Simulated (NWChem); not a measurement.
System: C2H7B; SMILES BCC

NWChem printed, in part:

```
             Northwest Computational Chemistry Package (NWChem) 7.3.0
             --------------------------------------------------------

                             Geometry "geometry" -> ""
                             -------------------------

 Output coordinates in angstroms (scale by  1.889725989 to convert to a.u.)

  No.       Tag          Charge          X              Y              Z
 ---- ---------------- ---------- -------------- -------------- --------------
    1 B                    5.0000    -0.27646500    -1.43347600    -0.01082500
    2 H                    1.0000     0.28971300    -2.47852200     0.22541700
    3 H                    1.0000    -1.44077000    -1.47476300    -0.34874900
    4 C                    6.0000     0.51215400    -0.09532600     0.02735400
    5 C                    6.0000    -0.25578100     1.22006200     0.01926000
    6 H                    1.0000     1.10031600    -0.20529100    -0.91629300
    7 H                    1.0000     1.29756300    -0.11440600     0.80356100
    8 H                    1.0000    -0.80728600     1.36291500     0.96176200
    9 H                    1.0000    -0.99788500     1.24601200    -0.79376100
   10 H                    1.0000     0.40609400     2.09137200    -0.10509300

 Effective nuclear repulsion energy (a.u.)      68.5074953238

                              NWChem Property Module
                              ----------------------

                                 NWChem DFT Module
                                 -----------------

 Summary of "ao basis" -> "ao basis" (spherical)
 ------------------------------------------------------------------------------
       Tag                 Description            Shells   Functions and Types
 ---------------- ------------------------------  ------  ---------------------
 B                         def2-svpd                 8       20   4s2p2d
 H                         def2-svpd                 4        8   2s2p
 C                         def2-svpd                 8       20   4s2p2d

            General Information
            -------------------
          SCF calculation type: DFT
          Wavefunction type:  closed shell.
          No. of atoms     :    10
          No. of electrons :    24
           Alpha electrons :    12
            Beta electrons :    12
          Charge           :     0
          Spin multiplicity:     1
          Use of symmetry is: off; symmetry adaption is: off
          Maximum number of iterations: 150
          AO basis - number of functions:   116
                     number of shells:    52
          Convergence on energy requested:  1.00D-06
          Convergence on density requested:  1.00D-05
          Convergence on gradient requested:  5.00D-04

              XC Information
              --------------
                     Hartree-Fock (Exact) Exchange  1.000
                   CAM-Becke88 Exchange Functional  1.000
                      VWN V Correlation Functional  0.190 local
              Lee-Yang-Parr Correlation Functional  0.810

           Range-Separation Parameters
           ---------------------------
           Alpha           :  0.19
           Beta            :  0.46
           Gamma           :  0.33
           Short-Range HF  :     F

             Grid Information
             ----------------
          Grid used for XC integration:  medium
          Radial quadrature: Mura-Knowles
          Angular quadrature: Lebedev.
          Tag              B.-S. Rad. Rad. Pts. Rad. Cut. Ang. Pts.
          ---              ---------- --------- --------- ---------
          B                   0.85       49          11.0       434
          H                   0.35       45          12.0       434
          C                   0.70       49          11.0       434
          Grid pruning is: on
          Number of quadrature shells:   462
          Spatial weights used:  Erf1

      Superposition of Atomic Density Guess
      -------------------------------------

 Sum of atomic energies:        -103.24921390

      Non-variational initial energy
      ------------------------------

 Total energy =    -105.089917
 1-e energy   =    -271.495718
 2-e energy   =      97.898305
 HOMO         =      -0.364639
 LUMO         =      -0.031294

   convergence    iter        energy       DeltaE   RMS-Dens  Diis-err
 ---------------- ----- ----------------- --------- --------- ---------
 d= 0,ls=0.0,diis     1   -105.0737711834 -1.74D+02  1.20D-02  2.16D-01
 d= 0,ls=0.0,diis     2   -105.1016159469 -2.78D-02  1.67D-03  1.22D-02
 d= 0,ls=0.0,diis     3   -105.1026701629 -1.05D-03  5.98D-04  6.22D-03
 d= 0,ls=0.0,diis     4   -105.1034653599 -7.95D-04  1.13D-04  8.07D-05
 d= 0,ls=0.0,diis     5   -105.1034781666 -1.28D-05  3.41D-05  4.55D-06
 d= 0,ls=0.0,diis     6   -105.1034790527 -8.86D-07  5.21D-06  1.84D-07

         Total DFT energy =     -105.103479052712
      One electron energy =     -274.756789651093
           Coulomb energy =      118.524272272169
    Exchange-Corr. energy =      -17.378456997589
 Nuclear repulsion energy =       68.507495323801

 Numeric. integr. density =       24.000012653914

                       DFT Final Molecular Orbital Analysis
                       ------------------------------------

 Vector   10  Occ=2.000000D+00  E=-4.138580D-01
              MO Center=  2.2D-02,  5.4D-01,  2.1D-02, r^2= 2.6D+00
   Bfn.  Coefficient  Atom+Function         Bfn.  Coefficient  Atom+Function
  ----- ------------  ---------------      ----- ------------  ---------------
    63      0.323275   5 C  pz               43     -0.270586   4 C  pz
    93      0.260443   8 H  s               101     -0.260814   9 H  s
    77      0.231920   6 H  s                85     -0.216734   7 H  s
     8     -0.092197   1 B  px              102     -0.091962   9 H  s
     7      0.090190   1 B  pz               73      0.088367   5 C  d -1

 Vector   11  Occ=2.000000D+00  E=-3.835275D-01
              MO Center= -1.9D-01, -1.2D+00,  2.4D-02, r^2= 2.9D+00
   Bfn.  Coefficient  Atom+Function         Bfn.  Coefficient  Atom+Function
  ----- ------------  ---------------      ----- ------------  ---------------
    21      0.314609   2 H  s                 8      0.304981   1 B  px
     5     -0.265842   1 B  px               29     -0.264398   3 H  s
     6      0.232695   1 B  py               62     -0.197349   5 C  py
     9     -0.160819   1 B  py               42      0.158228   4 C  py
    85     -0.156488   7 H  s                40     -0.134898   4 C  s

 Vector   12  Occ=2.000000D+00  E=-3.760131D-01
              MO Center=  7.1D-02, -1.9D-01, -2.9D-02, r^2= 2.8D+00
   Bfn.  Coefficient  Atom+Function         Bfn.  Coefficient  Atom+Function
  ----- ------------  ---------------      ----- ------------  ---------------
     6      0.299810   1 B  py               41      0.288501   4 C  px
    42      0.250831   4 C  py                5      0.214927   1 B  px
   109     -0.215918  10 H  s                29      0.167853   3 H  s
    77      0.163530   6 H  s                61     -0.157637   5 C  px
    62     -0.125642   5 C  py              110     -0.122832  10 H  s

 Vector   13  Occ=0.000000D+00  E=-3.593016D-03
              MO Center= -3.1D-01, -1.4D+00,  6.8D-02, r^2= 2.9D+00
   Bfn.  Coefficient  Atom+Function         Bfn.  Coefficient  Atom+Function
  ----- ------------  ---------------      ----- ------------  ---------------
    10      0.549538   1 B  pz               60      0.519227   5 C  s
     7     -0.475106   1 B  pz               40     -0.393611   4 C  s
   110     -0.323052  10 H  s                30      0.272723   3 H  s
    94     -0.253943   8 H  s                59      0.216080   5 C  s
     4      0.186711   1 B  s                 3     -0.184879   1 B  s

 Vector   14  Occ=0.000000D+00  E= 4.623608D-02
              MO Center= -1.6D-02, -7.9D-01, -9.4D-02, r^2= 1.1D+01
   Bfn.  Coefficient  Atom+Function         Bfn.  Coefficient  Atom+Function
  ----- ------------  ---------------      ----- ------------  ---------------
     3      3.571610   1 B  s                 4     -2.861902   1 B  s
    59     -1.747933   5 C  s                60     -1.259477   5 C  s
    94      0.902786   8 H  s                30     -0.877504   3 H  s
   110      0.813548  10 H  s                22     -0.769153   2 H  s
   102      0.770336   9 H  s                78      0.639114   6 H  s

 Vector   15  Occ=0.000000D+00  E= 7.502119D-02
              MO Center= -1.6D-01, -1.3D-01,  3.2D-02, r^2= 1.4D+01
   Bfn.  Coefficient  Atom+Function         Bfn.  Coefficient  Atom+Function
  ----- ------------  ---------------      ----- ------------  ---------------
    60      3.917141   5 C  s                 4     -3.091843   1 B  s
   110     -2.824093  10 H  s                40      2.391353   4 C  s
    59      1.942371   5 C  s                86     -1.518417   7 H  s
     3      1.447796   1 B  s                 9     -1.379929   1 B  py
    39      1.285455   4 C  s               102     -1.282358   9 H  s

     Multipole analysis of the density
     ---------------------------------

     L   x y z        total         alpha         beta         nuclear
     -   - - -        -----         -----         ----         -------
     0   0 0 0      0.000000    -12.000000    -12.000000     24.000000

[...]

 DFT Linear Response polarizability / au
 Frequency  =       0.0000000 / au
              X              Y              Z
 -----------------------------------------------
 X      41.6137548      0.1665545      0.9494538
 Y       0.1665572     47.2045592     -0.1967201
 Z       0.9494718     -0.1966940     36.1240705
 -----------------------------------------------
 Eigenvalues =      41.7701426     47.2121118     35.9601301
 Isotropic   =      41.6474615
 Anisotropic =       9.7462395
 -----------------------------------------------

 Magnetic Dipole Response Matrix (nonzero elements):

 Exiting AOResponse driver routine
```

Level: CAM-B3LYP/def2-SVPD. Coordinates come from a PBE0/def2-SVP optimisation.

Question: Write an input that gives this output.

Answer: This is not unique; one that fits is the input that was run:
```
start job
memory heap 200 mb stack 900 mb global 1100 mb
geometry units angstroms noautosym nocenter noautoz
  B     -0.276465    -1.433476    -0.010825
  H      0.289713    -2.478522     0.225417
  H     -1.440770    -1.474763    -0.348749
  C      0.512154    -0.095326     0.027354
  C     -0.255781     1.220062     0.019260
  H      1.100316    -0.205291    -0.916293
  H      1.297563    -0.114406     0.803561
  H     -0.807286     1.362915     0.961762
  H     -0.997885     1.246012    -0.793761
  H      0.406094     2.091372    -0.105093
end
basis spherical
  * library def2-svpd
end
dft
  xc xcamb88 1.00 lyp 0.81 vwn_5 0.19 hfexch 1.00
  cam 0.33 cam_alpha 0.19 cam_beta 0.46
  iterations 150
end
property
  response 1 0.0
end
task dft property
```
